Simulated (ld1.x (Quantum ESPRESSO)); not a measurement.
**Zn (Z = 30) PAW: all-electron and pseudo phase curves**

- Element: zinc (Zn)
- Generator: ld1.x (Quantum ESPRESSO) 7.5
- Type: PAW
- Functional: PBEsol
- Relativity: scalar-relativistic
- Frozen core: [Ar]
- Valence charge: 12
- Reference configuration: 3d9 4s0 4p0 (charge +3)
- Partial waves: 4s (bound, empty): rcut 1.55, rcutus 2.00 bohr; 4s channel at 2.25 Ry: rcut 1.55, rcutus 2.00 bohr; 4p (bound, empty): rcut 2.00, rcutus 2.40 bohr; 4p channel at -1.45 Ry: rcut 2.00, rcutus 2.40 bohr; 3d (bound): rcut 0.85, rcutus 1.15 bohr; 3d channel at -2.6 Ry: rcut 0.85, rcutus 1.15 bohr
- Local potential: all-electron potential smoothed inside 1.75 bohr (lloc = -1)
- Core correction: Bessel-smoothed model core, default radius (core density twice the valence density)
- Augmentation charge: PSQ, inside the norm-conserving radii

The phase is arctan(r·u′/u) with u = r·R(r), unwrapped; energies in Ry, scanned from -6 to 5 Ry. A pole is an energy at which the radial function vanishes at the test radius. The pseudo phase is shifted by a multiple of π to meet the all-electron one at the reference energy, and phase errors are pseudo minus all-electron; the curves can meet again beyond the range given. Levels narrower than the energy grid can be missing from the lists of poles.

Question: For each channel, where are the poles, and over which energies does the pseudopotential scatter like the atom?

Answer:

```tsv
channel	radius (bohr)	reference energy (Ry)	poles, all-electron	poles, pseudo	unbroken range about the reference energy with phases within 0.05 rad	phase error 1 Ry above the reference energy (rad)
s	2.60	-2.59	-1.66	-1.66	the whole range	-0.000
p	2.60	-1.94	-0.56	-0.56, 4.88	below 1.9	-0.000
d	2.60	-3.73	-3.69, 1.38	-3.69, 1.39	below 4.2	+0.000
```

Phases in the p channel:

```tsv
E (Ry)	all-electron	pseudo
-6.00	1.366	1.366
-5.48	1.349	1.349
-4.96	1.326	1.325
-4.44	1.294	1.294
-3.92	1.246	1.245
-3.40	1.162	1.162
-2.88	0.977	0.977
-2.36	0.342	0.342
-1.84	-0.958	-0.958
-1.32	-1.379	-1.379
-0.80	-1.529	-1.529
-0.28	-1.613	-1.613
0.24	-1.677	-1.678
0.76	-1.741	-1.745
1.28	-1.823	-1.833
1.80	-1.954	-1.996
2.32	-2.250	-2.470
2.84	-3.123	-3.799
3.36	-4.053	-4.372
3.88	-4.369	-4.553
4.40	-4.501	-4.647
4.92	-4.573	-4.717
```
